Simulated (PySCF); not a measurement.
**Polarisability and C₆ of Pb²⁺ (lead, charge +2)**

[Xe] 4f14 5d10 6s2, closed-shell 1S. Calculation: PySCF 2.14, in ANO-RCC-VTZP (8s7p5d3f2g, 93 functions); scalar relativity by spin-free X2C-1e. Coupled (time-dependent) response in atomic units; α is the mean over directions. The basis has no added diffuse functions, which lowers α and C₆.

```tsv
method	mean α (bohr³)	C₆ (like pair)	S(−4)
revPBE	13.31	92.04	48.46
```

S(−4) is the Cauchy moment in α(ω) = α(0) + S(−4) ω² + …

α(iu) at revPBE:

```tsv
u (hartree)	α(iu) (bohr³)
0	13.31
0.0500	13.19
0.100	12.85
0.200	11.70
0.300	10.31
0.500	7.875
0.750	5.872
1.00	4.619
1.50	3.148
2.00	2.301
3.00	1.378
5.00	0.6470
```

A single London oscillator, α(iu) = α/(1 + u²/ω²), gives C₆ = (3/4) ω α². Matching the computed C₆ needs ω = 4 × 92.04 / (3 × 13.31²) = 0.693 hartree.

For an ion, C₆ is the dispersion term alone; charge-induced terms of lower order in 1/R come first.

Spin-orbit coupling, which splits the p, d and f shells strongly at this Z, is absent.
